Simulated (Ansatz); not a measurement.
# What a proton shuttle does

BH₃O₂ ([OH][BH][OH]) + NH₃ → BNH₄O₂ ([NH2][B]([OH])[OH]) + H₂ (links in brackets), a four-centre ligand exchange, has a barrier of 168.5 kJ/mol above its start structure and a step energy of -55.6 kJ/mol. One HF is now added to the ring of the saddle, taking the hydrogen and handing on one of its own. Gas-phase electronic energies, without zero-point energy, by CCSD(T) at an estimated basis limit (MP2 extrapolated from triple and quadruple zeta, plus CCSD(T) − MP2 in triple zeta); Ansatz 0.2.0, def2-TZVPP and QZVPP, frozen cores, on PBE0-D4/def2-TZVP structures. Extrapolation: Hartree–Fock as exp(−7.88 √X), correlation as X^−2.97. Each barrier counts from its own start structure, which holds all the molecules, is reached by relaxing down from the saddle and may not be the deepest complex; no counterpoise correction.

Question: What are the barrier and the step energy with the shuttle? (An estimate is asked for; the value comes from the calculation.)

Answer: By the calculation: Barrier 95.7 kJ/mol, 72.7 kJ/mol lower than without; step energy -52.8 kJ/mol, both from the start structure. Counted from all the molecules apart, the saddle lies at 53.0 kJ/mol with the shuttle and at 156.9 kJ/mol without; the start well goes from -11.6 to -42.7 kJ/mol. At the saddle the angle at each passing proton is N–H···H 136° without the shuttle, against N–H···F 159° and F–H···H 168° with it. Bringing in the extra molecule costs entropy, which these electronic energies leave out.

No T1 diagnostic of these runs exceeds 0.013.

For scale, one of the runs: CCSD(T)/def2-TZVPP, 253 basis functions, launched by `ansatz run in.yaml --threads 8 --pin off --events-out ev --progress --plain --max-ram 19148MiB`. Hardware: 8 CPU threads of an Arm Neoverse V1, shared host. Wall time 2.1 min; peak host memory 6.2 GiB.
